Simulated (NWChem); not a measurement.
# Correlation energy of B2

```xyz
2

B      0.0000     0.0000     0.8128
B      0.0000     0.0000    -0.8128
```
Charge 0, spin multiplicity 3.

All runs are NWChem calculations. The geometry was optimised at UPBE0/def2-SVP, a minimum by its harmonic frequencies.

Basis set: cc-pVDZ. Each correlation energy counts from its own Hartree-Fock reference.

The correlated methods keep 2 core orbitals frozen. This spin state was chosen for the runs; another may lie lower. The structure started from a generated list of species. The unpaired electrons of the parent sit in orbitals of symmetry b2u and b3u (D2h labels of the run); other states weren't searched. No SCF solution was tested for a lower state. Open-shell Hartree-Fock references start from PBE0 orbitals. Coupled-cluster values serve here as a point of comparison, not as the truth.

```
method           correlation energy (mHa)            remark
---------------  ------------------------  ----------------
CCSD[T] on UHF                 (withheld)  large amplitudes
URI-MP2                            -139.2                 -
CCSD(T) on ROHF                    -188.3  large amplitudes
CCSD on UHF                        -170.3  large amplitudes
CCSD(T) on UHF                     -184.3  large amplitudes
CCSD[T] on ROHF                    -189.8  large amplitudes
CCSDT on ROHF                  (withheld)  large amplitudes
CCSD on ROHF                       -173.0  large amplitudes
SCS-UMP2                           -136.9                 -
UMP2                               -139.2                 -
```

What belongs in the gaps?


- CCSD[T] on UHF, correlation energy (mHa): -185.6
- CCSDT on ROHF, correlation energy (mHa): -188.9
